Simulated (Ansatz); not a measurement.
Species: sum formula Si$_{2}$N$_{3}$H$_{9}$ (charge 0, singlet). 
Geometry from a B3LYP-D3(BJ)/def2-TZVP (Ansatz, a program for electronic structure) optimisation:
```
Si
N 1 1.7245
H 2 1.0077 1 119.29
H 2 1.0087 3 111.21 1 -146.34
N 1 1.7286 2 106.73 3 147.55
H 5 1.0085 1 120.34 2 165.83
H 5 1.0099 6 111.18 1 -147.12
H 1 1.4917 2 103.53 3 24.17
Si 1 2.3495 8 111.49 2 124.57
N 9 1.7350 1 105.12 8 -175.69
H 10 1.0085 9 121.12 1 175.09
H 10 1.0089 11 110.86 9 -144.91
H 9 1.4862 10 108.00 11 55.11
H 9 1.4973 13 105.52 10 122.90
```

Parts of the frozen-core correlation energy in cc-pV(T+d)Z (Ansatz, hartree). Frozen orbitals: 13; correlated occupied orbitals by spin: 16 and 16; virtual: 265 and 265. No spin-orbit coupling. No relativistic terms.

```tsv
term	value
reference (HF)	-746.64377
MP2 opposite-spin	___
MP2 same-spin	-0.20065
CCSD correlation	___
(T)	___
T1 diagnostic	0.011
largest doubles amplitude	0.014
```

What belongs in the gaps?


- MP2 opposite-spin, value: -0.69567
- CCSD correlation, value: -0.94896
- (T), value: -0.03559
